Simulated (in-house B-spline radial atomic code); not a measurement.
## RPA and G0W0 on r2SCAN: Ca

Configuration [Ar] 4s2, mean-field start r2SCAN. Computed with an all-electron radial atomic-structure program (B-spline basis): all electrons, scalar-relativistic (spin-free one-electron X2C), finite nucleus, each spin shell either full or empty, empty states to l = 9 with an (l + 1/2)⁻⁴ tail; G0W0 by contour deformation at full frequency.

Command:
```bash
python run_gw.py task.json out
```
Settings (radii: box in bohr, nucleus in fm):
```
Z                        20
electrons                20
configuration            [Ar] 4s2
hamiltonian              x2c
method                   r2scan
lmax                     9
rms_radius               3.4776
spin_polarised           False
box_radius               40
intervals                74
ion_configuration        [Ar] 4s1
```

Run time, properties included: 6 s on 1 thread of Arm Neoverse N1 (shared host).

Energies (hartree):

```json
{"term": "mean-field total", "value": "-680.41503"}
{"term": "Hartree-Fock functional on these orbitals", "value": "-679.62961"}
{"term": "direct second order", "value": "-1.4744"}
{"term": "second-order exchange", "value": "0.50036"}
{"term": "SOSEX correction", "value": "0.43627"}
```

(1) What is the RPA correlation energy, and what remains with SOSEX?

Quasi-particle levels (eV):

| level | occupied | mean field | Σx - vxc | Σc | QP weight | G0W0 |
| --- | --- | --- | --- | --- | --- | --- |
| 4s | yes | -3.831 | -1.42 | ? | ? | ? |

G0W0 = mean field + (Σx - vxc) + Σc, with Σc (partial-wave tail included) taken at the quasi-particle energy. Only the outer levels were computed. Levels of low weight are left out.

(2) Where does G0W0 put 4s?

(3) What does it cost to remove one electron (to [Ar] 4s1) by differences of total energies, each species on its own start (correlation terms add to the Hartree-Fock functional)?

## Answers

(1) RPA gives -1.23 hartree (-1.67 eV per electron); RPA + SOSEX gives -0.79375, and the second-order doubles -0.97402 hartree (no singles). SOSEX takes back 35 % of the RPA value.

(2) At -6.244 eV, with Σc = -0.99 eV and a quasi-particle weight of 0.821. The tabulated removal energy is 6.113 eV (NIST, measured); the calculation leaves out spin-orbit coupling, Breit and QED terms, and what these don't explain is the method's own error.

(3) r2SCAN 5.832 eV, Hartree-Fock functional 5.126 eV, + RPA 6.474 eV, + RPA + SOSEX 6.164 eV, + second order 6.970 eV. Tabulated: 6.113 eV (NIST, measured); the calculation leaves out spin-orbit coupling, Breit and QED terms, and what these don't explain is the method's own error.
